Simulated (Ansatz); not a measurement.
Consider the ligand exchange at the Si–O bond: `N[SiH2]O[SiH](N)O` + `N[SiH](O)Cl` → `N[SiH2]O[SiH](N)Cl` + `N[SiH](O)O`.

Program: Ansatz. Geometries: PBE0-D4/def2-TZVP. ΔE: electronic, gas phase. CCSD(T)/CBS is the MP2 limit (def2-TZVPP, def2-QZVPP) plus CCSD(T) − MP2 in def2-TZVPP, frozen cores. This one scheme is used for every species. Functionals use def2-TZVPP. Each species was taken in one conformer, which may not be the lowest.

```json
{"level": "PBE0-D4", "ΔE (eV)": "0.04"}
{"level": "ωB97M-V", "ΔE (eV)": "0.04"}
{"level": "CCSD/def2-TZVPP", "ΔE (eV)": "0.03"}
{"level": "CCSD(T)/def2-TZVPP", "ΔE (eV)": "0.04"}
{"level": "MP2/def2-QZVPP", "ΔE (eV)": "0.03"}
{"level": "SCS-MP2/def2-QZVPP", "ΔE (eV)": "0.02"}
{"level": "MP2/CBS(def2)", "ΔE (eV)": "0.02"}
{"level": "CCSD/CBS(def2)", "ΔE (eV)": "0.02"}
```

Q: What does CCSD(T)/CBS give? (Best estimate.)

A: Computed: +0.03 eV. The listed levels differ from it by 0.01, 0.01, 0.00, 0.01, 0.00, -0.01, -0.01, -0.01 eV.

Largest T1 diagnostic among the species: 0.011.

In def2-TZVPP, CCSD(T) changes the Hartree–Fock value by +0.06 eV (the triples alone add +0.01 eV) and MP2 by +0.05 eV.
